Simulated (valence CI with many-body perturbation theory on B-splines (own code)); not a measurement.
The numbers below are computed, except where a source is named.
**Energy levels of Sm XL**

Level of theory: relativistic CI+MBPT: five valence electrons over a frozen Dirac-Fock core [Ar], radial functions for each j: 7 s, 7 p, 8 d, 6 f, 4 g, 1 h, with the one-electron correlation potential Σ1 (screened to all orders), the two-electron term Σ2, the three-electron term Σ3, Breit, model QED; selected single and double excitations, second order for the rest, scaled by the run's own slope (own B-spline code, finite nucleus).

The last digits are not significant, and no measured levels were compared; by estimate large intervals hold to a few tenths of a per cent, small ones and those within an open d or f shell to about a per cent. Among the levels kept, up to 680 cm⁻¹ of a level comes from second order outside the variational space, and about a tenth of that is noise between levels of different J, which matters for small intervals. Only levels of the ground parity were solved; by the run's estimate the other parity begins above the list, which can be wrong where configurations are misplaced.

Levels 1 to 31 of 31, with energies above the lowest level, (3d3/2^4 3d5/2) J=5/2. "Leading %" is the weight of the configuration and term that name the level; weights of strongly mixed levels are sums over their largest components and can fall short, so below about 35 % the name and the second component can differ from the true leading terms, or belong to a minority configuration. In the jj column 3d3/2^4 stands for four electrons in 3d with j = 3/2.

| No. | Configuration | Term | J | E (cm⁻¹) | Leading % | g | Leading jj |
| --- | --- | --- | --- | --- | --- | --- | --- |
| 1 | 3d⁵ | ⁴P | 5/2 | 0 | 30 | 1.440 | 3d3/2^4 3d5/2 (86 %) |
| 2 | 3d⁵ | ⁶S | 5/2 | 169980 | 38 | 1.305 | 3d3/2^3 3d5/2^2 (78 %) |
| 3 | 3d⁵ | ⁴G | 7/2 | 248750 | 38 | 1.150 | 3d3/2^3 3d5/2^2 (98 %) |
| 4 | 3d⁵ | ⁴D | 3/2 | 256890 | 40 | 1.221 | 3d3/2^3 3d5/2^2 (97 %) |
| 5 | 3d⁵ | ⁴G | 11/2 | 259410 | 41 | 1.125 | 3d3/2^3 3d5/2^2 (97 %) |
| 6 | 3d⁵ | ⁴G | 9/2 | 287860 | 40 | 1.143 | 3d3/2^3 3d5/2^2 (92 %) |
| 7 | 3d⁵ | ⁴D | 5/2 | 303480 | 36 | 1.145 | 3d3/2^3 3d5/2^2 (84 %) |
| 8 | 3d⁵ | ⁴P | 1/2 | 315550 | 52 | 1.857 | 3d3/2^3 3d5/2^2 (82 %) |
| 9 | 3d⁵ | ²F | 7/2 | 340510 | 37 | 1.100 | 3d3/2^3 3d5/2^2 (94 %) |
| 10 | 3d⁵ | ²D | 5/2 | 416010 | 32 | 1.241 | 3d3/2^2 3d5/2^3 (78 %) |
| 11 | 3d⁵ | ²D | 3/2 | 419430 | 55 | 0.794 | 3d3/2^3 3d5/2^2 (73 %) |
| 12 | 3d⁵ | ⁴D | 7/2 | 461150 | 51 | 1.212 | 3d3/2^2 3d5/2^3 (97 %) |
| 13 | 3d⁵ | ²I | 11/2 | 467570 | 53 | 1.076 | 3d3/2^2 3d5/2^3 (97 %) |
| 14 | 3d⁵ | ⁴G | 9/2 | 481370 | 53 | 1.142 | 3d3/2^2 3d5/2^3 (92 %) |
| 15 | 3d⁵ | ⁴D | 1/2 | 499560 | 76 | 0.549 | 3d3/2^2 3d5/2^3 (95 %) |
| 16 | 3d⁵ | ²I | 13/2 | 501040 | 100 | 1.070 | 3d3/2^2 3d5/2^3 (100 %) |
| 17 | 3d⁵ | ⁴P | 3/2 | 509100 | 52 | 1.184 | 3d3/2^2 3d5/2^3 (94 %) |
| 18 | 3d⁵ | ²F | 5/2 | 521590 | 41 | 1.018 | 3d3/2^2 3d5/2^3 (92 %) |
| 19 | 3d⁵ | ²H | 9/2 | 555680 | 53 | 1.101 | 3d3/2^2 3d5/2^3 (100 %) |
| 20 | 3d⁵ | ²G | 7/2 | 571380 | 61 | 0.985 | 3d3/2^2 3d5/2^3 (99 %) |
| 21 | 3d⁵ | ⁴F | 5/2 | 581570 | 60 | 1.039 | 3d3/2^2 3d5/2^3 (96 %) |
| 22 | 3d⁵ | ²D | 3/2 | 597030 | 88 | 0.819 | 3d3/2^2 3d5/2^3 (73 %) |
| 23 | 3d⁵ | ²G | 7/2 | 622290 | 42 | 1.044 | 3d3/2^2 3d5/2^3 (89 %) |
| 24 | 3d⁵ | ²S | 1/2 | 624910 | 40 | 1.818 | 3d3/2^2 3d5/2^3 (69 %) |
| 25 | 3d⁵ | ²G | 9/2 | 674910 | 71 | 1.105 | 3d3/2^2 3d5/2^3 (90 %) |
| 26 | 3d⁵ | ⁴P | 5/2 | 697100 | 35 | 1.234 | 3d3/2 3d5/2^4 (88 %) |
| 27 | 3d⁵ | ⁴F | 7/2 | 753170 | 32 | 1.187 | 3d3/2 3d5/2^4 (98 %) |
| 28 | 3d⁵ | ²H | 11/2 | 766020 | 58 | 1.064 | 3d3/2 3d5/2^4 (98 %) |
| 29 | 3d⁵ | ²D | 3/2 | 772720 | 47 | 0.995 | 3d3/2 3d5/2^4 (58 %) |
| 30 | 3d⁵ | ²D | 5/2 | 780690 | 66 | 1.132 | 3d3/2^2 3d5/2^3 (64 %) |
| 31 | 3d⁵ | ²P | 3/2 | 786200 | 56 | 1.119 | 3d3/2^2 3d5/2^3 (55 %) |

The ionisation energy to 3d⁴ ³P0 of the next ion comes out as 2887.2 eV (NIST: 2887 ± 4 eV (theoretical)). All 31 levels together are meant to be complete up to 817780 cm⁻¹.
